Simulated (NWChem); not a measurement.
System: C$_{2}$H$_{5}$ClSi; SMILES ClC(=C)[SiH3]

The following NWChem deck was run.

```
start job
memory heap 200 mb stack 900 mb global 1100 mb
geometry units angstroms noautoz
  C      1.801764     0.296516     0.000000
  C      0.467818     0.114921     0.000000
  Si    -0.430106    -1.547477     0.000000
  Cl    -0.621908     1.499465     0.000000
  H      2.470446    -0.578725     0.000000
  H      2.258444     1.299341     0.000000
  H     -1.297783    -1.650331    -1.221856
  H      0.593730    -2.648830     0.000000
  H     -1.297783    -1.650331     1.221856
end
basis spherical
  * library 6-31g*
end
dft
  xc kt2
  iterations 150
  mulliken
end
task dft energy
```

Parts of the log:

```
             Northwest Computational Chemistry Package (NWChem) 7.3.0
             --------------------------------------------------------

 CS  symmetry detected

                             Geometry "geometry" -> ""
                             -------------------------

 Output coordinates in angstroms (scale by  1.889725989 to convert to a.u.)

  No.       Tag          Charge          X              Y              Z
 ---- ---------------- ---------- -------------- -------------- --------------
    1 C                    6.0000     1.81373656     0.22518117     0.00000000
    2 C                    6.0000     0.47535464     0.07984539     0.00000000
    3 Si                  14.0000    -0.46734267    -1.55757832     0.00000000
    4 Cl                  17.0000    -0.57640501     1.49344593     0.00000000
    5 H                    1.0000     2.45842553    -0.66788018     0.00000000
    6 H                    1.0000     2.29745690     1.21524644     0.00000000
    7 H                    1.0000    -1.33749087    -1.63685281    -1.22185600
    8 H                    1.0000     0.52623472    -2.68630439     0.00000000
    9 H                    1.0000    -1.33749087    -1.63685281     1.22185600

 Effective nuclear repulsion energy (a.u.)     193.3400144379

      Symmetry information
      --------------------

 Group name             Cs
 Group number              2
 Group order               2
 No. of unique centers     8

                                 NWChem DFT Module
                                 -----------------

 Summary of "ao basis" -> "ao basis" (spherical)
 ------------------------------------------------------------------------------
       Tag                 Description            Shells   Functions and Types
 ---------------- ------------------------------  ------  ---------------------
 C                           6-31g*                  6       14   3s2p1d
 Si                          6-31g*                  8       18   4s3p1d
 Cl                          6-31g*                  8       18   4s3p1d
 H                           6-31g*                  2        2   2s

      Symmetry analysis of basis
      --------------------------

        a'         54
        a"         20

            General Information
            -------------------
          SCF calculation type: DFT
          Wavefunction type:  closed shell.
          No. of atoms     :     9
          No. of electrons :    48
           Alpha electrons :    24
            Beta electrons :    24
          Charge           :     0
          Spin multiplicity:     1
          Use of symmetry is: on ; symmetry adaption is: on
          Maximum number of iterations: 150
          AO basis - number of functions:    74
                     number of shells:    38
          Convergence on energy requested:  1.00D-06
          Convergence on density requested:  1.00D-05
          Convergence on gradient requested:  5.00D-04

              XC Information
              --------------
                          KT2 Method XC Functional
                        Slater Exchange Functional  1.072 local
                           KT1 gradient correction  1.000 non-local
            Perdew 1991 LDA Correlation Functional  0.577 local

             Grid Information
             ----------------
          Grid used for XC integration:  medium
          Radial quadrature: Mura-Knowles
          Angular quadrature: Lebedev.
          Tag              B.-S. Rad. Rad. Pts. Rad. Cut. Ang. Pts.
          ---              ---------- --------- --------- ---------
          C                   0.70       49          10.0       434
          Si                  1.10       88          10.0       590
          Cl                  1.00       88          11.0       590
          H                   0.35       45          11.0       434
          Grid pruning is: on
          Number of quadrature shells:   454
          Spatial weights used:  Erf1

      Superposition of Atomic Density Guess
      -------------------------------------

 Sum of atomic energies:        -826.07956123

      Non-variational initial energy
      ------------------------------

 Total energy =    -827.650800
 1-e energy   =   -1523.885194
 2-e energy   =     502.894380
 HOMO         =      -0.284106
 LUMO         =       0.014860

      Symmetry analysis of molecular orbitals - initial
      -------------------------------------------------

  Numbering of irreducible representations:

     1 a'          2 a"

  Orbital symmetries:

     1 a'          2 a'          3 a'          4 a'          5 a'
     6 a'          7 a'          8 a"          9 a'         10 a'
    11 a"         12 a'         13 a'         14 a'         15 a'
    16 a'         17 a'         18 a'         19 a"         20 a'
    21 a"         22 a'         23 a'         24 a"         25 a"
    26 a'         27 a'         28 a'         29 a"         30 a'
    31 a'         32 a'         33 a'         34 a'

     ---------------------------------------------
      Total Density - Mulliken Population Analysis
     ---------------------------------------------

    Atom       Charge   Shell Charges
 -----------   ------   -------------------------------------------------------
    1 C    6     6.49   2.00  0.74  1.95  0.62  1.16  0.03
    2 C    6     6.03   2.00  0.71  1.66  0.62  1.01  0.04
    3 Si  14    13.60   2.00  2.00  5.97  0.98  1.69  0.30  0.53  0.12
    4 Cl  17    17.16   2.00  2.00  5.98  1.38  3.62  0.54  1.63  0.02
    5 H    1     0.76   0.45  0.31
    6 H    1     0.77   0.46  0.32
    7 H    1     1.06   0.47  0.59
    8 H    1     1.06   0.47  0.59
    9 H    1     1.06   0.47  0.59

   convergence    iter        energy       DeltaE   RMS-Dens  Diis-err
 ---------------- ----- ----------------- --------- --------- ---------
 d= 0,ls=0.0,diis     1   -836.1119079222 -1.03D+03  1.36D-02  2.46D-01
 d= 0,ls=0.0,diis     2   -836.0662938454  4.56D-02  9.41D-03  6.29D-01
 d= 0,ls=0.0,diis     3   -836.1453421888 -7.90D-02  3.18D-03  5.60D-02
 d= 0,ls=0.0,diis     4   -836.1514117891 -6.07D-03  1.61D-03  1.31D-02
 d= 0,ls=0.0,diis     5   -836.1534490528 -2.04D-03  3.66D-04  7.52D-04
  Resetting Diis
 d= 0,ls=0.0,diis     6   -836.1535640390 -1.15D-04  7.05D-05  1.83D-05
 d= 0,ls=0.0,diis     7   -836.1535672215 -3.18D-06  2.07D-05  4.27D-07
 d= 0,ls=0.0,diis     8   -836.1535671238  9.76D-08  1.35D-05  1.04D-06
 d= 0,ls=0.0,diis     9   -836.1535672729 -1.49D-07  3.74D-06  1.41D-07

         Total DFT energy =     -836.153567272914
      One electron energy =    -1527.261045392819
           Coulomb energy =      566.994847069760
    Exchange-Corr. energy =      -69.227383387804
 Nuclear repulsion energy =      193.340014437949

 Numeric. integr. density =       47.999982996894

                  Occupations of the irreducible representations
                  ----------------------------------------------

                     irrep           alpha         beta
                     --------     --------     --------
                     a'               19.0         19.0
                     a"                5.0          5.0

                       DFT Final Molecular Orbital Analysis
                       ------------------------------------

 Vector   22  Occ=2.000000D+00  E=-3.040063D-01  Symmetry=a"
              MO Center= -7.6D-01, -4.9D-01,  8.2D-15, r^2= 4.1D+00
   Bfn.  Coefficient  Atom+Function         Bfn.  Coefficient  Atom+Function
  ----- ------------  ---------------      ----- ------------  ---------------
    55      0.418853  4 Cl pz                37     -0.321045  3 Si pz
    59      0.209690  4 Cl pz                70      0.210517  7 H  s
    74     -0.210517  9 H  s                 69      0.198738  7 H  s
    73     -0.198738  9 H  s                 51     -0.161240  4 Cl pz
    19      0.129664  2 C  pz                33      0.127750  3 Si pz

 Vector   23  Occ=2.000000D+00  E=-2.658868D-01  Symmetry=a'
              MO Center= -3.1D-01,  8.6D-01,  5.7D-16, r^2= 2.9D+00
   Bfn.  Coefficient  Atom+Function         Bfn.  Coefficient  Atom+Function
  ----- ------------  ---------------      ----- ------------  ---------------
    53      0.457678  4 Cl px                54      0.455263  4 Cl py
    57      0.256496  4 Cl px                58      0.243549  4 Cl py
    36      0.218466  3 Si py                49     -0.175351  4 Cl px
    50     -0.173713  4 Cl py                18     -0.168993  2 C  py
     6     -0.154394  1 C  s                 20      0.143213  2 C  s

 Vector   24  Occ=2.000000D+00  E=-2.319951D-01  Symmetry=a"
              MO Center=  6.0D-01,  5.4D-01, -1.8D-15, r^2= 2.9D+00
   Bfn.  Coefficient  Atom+Function         Bfn.  Coefficient  Atom+Function
  ----- ------------  ---------------      ----- ------------  ---------------
    55      0.450489  4 Cl pz                 5     -0.364896  1 C  pz
    19     -0.296770  2 C  pz                 9     -0.283701  1 C  pz
    59      0.268265  4 Cl pz                23     -0.194499  2 C  pz
    51     -0.170688  4 Cl pz                70     -0.109781  7 H  s
    74      0.109781  9 H  s                 41     -0.056388  3 Si pz

 Vector   25  Occ=0.000000D+00  E=-5.232250D-02  Symmetry=a"
              MO Center=  9.3D-01,  9.4D-03, -7.1D-16, r^2= 2.8D+00
   Bfn.  Coefficient  Atom+Function         Bfn.  Coefficient  Atom+Function
  ----- ------------  ---------------      ----- ------------  ---------------
     9      0.571844  1 C  pz                23     -0.512596  2 C  pz
     5      0.420937  1 C  pz                19     -0.379688  2 C  pz
    70     -0.261161  7 H  s                 74      0.261161  9 H  s
    41     -0.212061  3 Si pz                59      0.169113  4 Cl pz
    37     -0.152051  3 Si pz                55      0.152750  4 Cl pz

 Vector   26  Occ=0.000000D+00  E=-1.938897D-02  Symmetry=a'
              MO Center= -1.8D-01,  7.3D-02, -2.6D-14, r^2= 4.6D+00
   Bfn.  Coefficient  Atom+Function         Bfn.  Coefficient  Atom+Function
  ----- ------------  ---------------      ----- ------------  ---------------
    20      1.157482  2 C  s                 58      0.551635  4 Cl py
    56     -0.467622  4 Cl s                 21     -0.464277  2 C  px
    40     -0.433239  3 Si py                39     -0.422785  3 Si px
    57     -0.393633  4 Cl px                54      0.354619  4 Cl py
    22      0.285550  2 C  py                17     -0.247804  2 C  px

 Vector   27  Occ=0.000000D+00  E= 7.249274D-03  Symmetry=a'
              MO Center= -2.9D-01, -1.2D+00,  1.4D-15, r^2= 5.3D+00
   Bfn.  Coefficient  Atom+Function         Bfn.  Coefficient  Atom+Function
  ----- ------------  ---------------      ----- ------------  ---------------
    40      1.053326  3 Si py                72      0.552277  8 H  s
    22      0.536705  2 C  py                20     -0.437782  2 C  s
    66      0.389905  5 H  s                 36      0.342453  3 Si py
    56     -0.338957  4 Cl s                 58      0.323886  4 Cl py
    18      0.297275  2 C  py                39      0.258129  3 Si px

     ---------------------------------------------
      Total Density - Mulliken Population Analysis
     ---------------------------------------------

    Atom       Charge   Shell Charges
 -----------   ------   -------------------------------------------------------
    1 C    6     6.34   2.00  0.71  1.99  0.60  1.01  0.03
    2 C    6     6.22   2.00  0.71  1.91  0.61  0.96  0.04
    3 Si  14    13.76   2.00  2.00  5.98  1.03  1.94  0.27  0.41  0.14
    4 Cl  17    17.00   2.00  2.00  5.98  1.43  3.59  0.50  1.47  0.03
    5 H    1     0.81   0.52  0.29
    6 H    1     0.81   0.52  0.29
    7 H    1     1.02   0.51  0.51
    8 H    1     1.03   0.51  0.53
    9 H    1     1.02   0.51  0.51

     -------------------------------------------
      Total Density - Lowdin Population Analysis
     -------------------------------------------

    Atom       Charge   Shell Charges
 -----------   ------   -------------------------------------------------------
    1 C    6     6.26   1.99  0.58  1.82  0.45  1.37  0.06
    2 C    6     6.25   1.99  0.59  1.74  0.45  1.39  0.09
    3 Si  14    13.80   2.00  1.98  5.90  0.72  1.74  0.39  0.89  0.19
    4 Cl  17    16.96   2.00  1.99  5.91  1.17  3.33  0.64  1.87  0.03
    5 H    1     0.84   0.48  0.36
    6 H    1     0.85   0.48  0.36
    7 H    1     1.01   0.49  0.52
    8 H    1     1.02   0.49  0.53
    9 H    1     1.01   0.49  0.52

     Multipole analysis of the density
     ---------------------------------

     L   x y z        total         alpha         beta         nuclear
     -   - - -        -----         -----         ----         -------
     0   0 0 0     -0.000000    -24.000000    -24.000000     48.000000

     1   1 0 0      0.467025      0.233513      0.233513      0.000000
     1   0 1 0     -0.358942     -0.179471     -0.179471      0.000000
     1   0 0 1     -0.000000     -0.000000     -0.000000      0.000000

     2   2 0 0    -27.022404    -93.817868    -93.817868    160.613331
     2   1 1 0      0.502457     -3.944820     -3.944820      8.392097
     2   1 0 1     -0.000000     -0.000000     -0.000000      0.000000
     2   0 2 0    -28.949355   -169.318455   -169.318455    309.687554
     2   0 1 1      0.000000      0.000000      0.000000      0.000000
     2   0 0 2    -30.401346    -20.532030    -20.532030     10.662713
```

Level: KT2/6-31G* (spherical d). The geometry was optimised at PBE-D3(BJ)/def2-SVP.
